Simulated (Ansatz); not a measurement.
`[OH][GeH]([F])[SiH3]` + H₂O → `[OH][GeH]([OH])[SiH3]` + H–F at 700 K and 1 bar (formal hydrolysis of a Ge–F bond).

Isolated molecules relaxed with PBE0-D4/def2-TZVP in Ansatz; ΔE leaves out vibrations. CBS: MP2 limit from def2 TZ/QZ plus the TZ coupled-cluster correction, frozen cores. This one scheme is used for every species. For Ge outer-core shells are correlated without core-valence functions, which leaves a few kJ/mol of doubt a bond. Scalar relativity is left out up to krypton. Each species was taken in one conformer, which may not be the lowest.

```tsv
species	CCSD(T)/CBS energy (Eh)	H − E (kJ/mol)	S (J/(mol·K))
`[OH][GeH]([F])[SiH3]`	-2543.22347	206.0	472.4
H₂O	-76.37941	80.5	218.4
`[OH][GeH]([OH])[SiH3]`	-2519.19290	242.6	498.1
H–F	-100.39570	45.2	198.5
```

H − E and S are ideal-gas, rigid-rotor, harmonic terms from PBE0-D4/def2-TZVP, for one conformer and one mirror image of each species. 1 Eh = 2625.50 kJ/mol, R = 8.31446 J/(mol·K).

**Question.** By hand: ΔE, ΔH, ΔS and ΔG.

**Answer.** ΔE = (-2519.19290) + (-100.39570) − (-2543.22347) − (-76.37941) = 0.01428 Eh = 37.5 kJ/mol. Δ(H − E) = 242.6 + 45.2 − 206.0 − 80.5 = 1.3, so ΔH = 38.8 kJ/mol. ΔS = 498.1 + 198.5 − 472.4 − 218.4 = 5.8 J/(mol·K). ΔG = 38.8 − 700 × (5.8)/1000 = 34.7 kJ/mol.

**Question.** By hand: the equilibrium constant, and the temperature at which ΔG would vanish if ΔH and ΔS stayed fixed.

**Answer.** log₁₀ K = −ΔG/(RT ln 10) = -2.6. ΔG = 0 at ΔH/ΔS = 6690 K, far beyond where these terms or the molecules hold.

The number of gas molecules stays the same, so ΔS is small and ΔH decides. A doubt of 5 kJ/mol in ΔE shifts log₁₀ K by 0.4 here. Other conformers and mirror images would add mixing entropy, several J/(mol·K) or more a flexible species. These are equilibria of isolated gas molecules and say nothing of rates. Largest T1 diagnostic: 0.013 (customary marks: 0.02 for closed shells, 0.045 for open ones).
